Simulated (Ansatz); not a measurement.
Task: Name a neutral molecule of Al, N, S, Si and H with HOMO–LUMO gap (PBE/def2-TZVPP) between 4.05 and 4.35 eV and HOMO–LUMO gap (ωB97M-V/def2-TZVPP) between 9.30 and 9.60 eV (Ansatz, PBE0-D4/def2-TZVP geometry).

Result: `N[SiH2][AlH][SiH2]S` (4.09 eV, 9.54 eV); `[SH][Al]1[NH][SiH2][SiH2]1` (4.07 eV, 9.39 eV). Other molecules can fit too; these were computed, each in one conformer that needn't be the lowest.
